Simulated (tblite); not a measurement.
Species: C6H7N2S (doublet state).
Structure used (GFN2-xTB), in Å, numbered top down from 1:
```
atom  x, y, z in Å
C1    -1.4681   -1.0903    1.0316
C2    -1.4348    0.2644    0.6408
C3    -1.4357    0.6748   -0.8099
C4    -0.1496    0.8832   -0.0895
C5     1.0046    0.0492   -0.3415
C6     2.3470    0.3816   -0.0173
N7     3.2074   -0.5499   -0.3356
S8     2.4043   -1.7998   -1.0020
N9     0.9196   -1.1530   -0.8956
H10   -1.7301   -1.3629    2.0357
H11   -1.1244   -1.8549    0.3617
H12   -1.8639    0.9717    1.3409
H13   -2.0106    1.5458   -1.0860
H14   -1.4511   -0.1287   -1.5304
H15    0.0923    1.8826    0.2490
H16    2.6854    1.2949    0.4367
```

Computed with GFN2-xTB (tblite): harmonic, unscaled wavenumbers at the GFN2-xTB geometry, gas phase. This tight-binding method is rough: wavenumbers can miss measured ones by several per cent, in bad cases by 10 to 20. One conformer, not necessarily the lowest. Open shells enter through the occupations alone, without spin polarisation, and single modes of such species can be off by tens of per cent.

Harmonic wavenumbers (cm⁻¹): 62.8, 100.8, 154.9, 257.1, 310.6, 358.3, 405.5, 433.1, 489.4, 581.1, 607.3, 648.6, 673.1, 704.3, 794.5, 822.1, 860.6, 866.5, 886.6, 906.5, 975.2, 1051.2, 1060.7, 1073.3, 1082.9, 1128.8, 1194.7, 1247.3, 1269.7, 1332.8, 1351.2, 1414.8, 1424.8, 1450.1, 1491.9, 3037.8, 3052.9, 3083.4, 3112.4, 3132.9, 3133.8, 3178.1.

A = 3328, B = 962.1, C = 866.3 MHz; mass 139.033 u (most abundant isotopes); point group C1, symmetry number 1; spin multiplicity 2.

**Question.** Zero-point energy?

**Answer.** Half the sum of the wavenumbers: 25602 cm⁻¹ = 73.20 kcal/mol.

**Question.** Entropy at 400 K, 1 bar (ideal gas, RRHO, classical rotation)?

**Answer.** Translation 42.19, rotation 30.02, vibration 29.71, spin (R ln 2) 1.38: S = 103.3 cal/(mol K).

**Question.** And Cp and H(400 K) − H(0)?

**Answer.** Cp = 43.64 cal/(mol K), of which vibrations give 35.69 (their classical limit is 42 R = 83.5); H(400 K) − H(0) = 9.84 kcal/mol without the zero-point energy, 6.66 from vibrations.

**Question.** What must be added to the electronic energy to get the Gibbs energy at 400 K and 1 bar?

**Answer.** ZPE + [H(400 K) − H(0)] − T·S = 73.20 + 9.84 − 41.32 = 41.72 kcal/mol.

**Question.** Blend soft modes into free rotors: weight 1/[1 + (100 cm⁻¹/ν̃)⁴] for the oscillator and the rest for a rotor with moment μB/(μ + B), μ = h/(8π²ν), B = 10⁻⁴⁴ kg m². What vibrational entropy results?

**Answer.** 28.06 cal/(mol K) in place of 29.71, which changes −T·S at 400 K by +0.66 kcal/mol.

**Question.** Which modes carry the vibrational entropy at 400 K?

**Answer.** 62.8 cm⁻¹: 4.95; 100.8 cm⁻¹: 4.01; 154.9 cm⁻¹: 3.18; 257.1 cm⁻¹: 2.21; 310.6 cm⁻¹: 1.87; 358.3 cm⁻¹: 1.62 cal/(mol K); the other 36 give 11.88 together.

Hindered rotation and anharmonicity are outside this model. Other conformers, if any are populated, would add a mixing term that is left out. The structure is chiral; the term R ln 2 for an equal mix with its mirror image is left out.
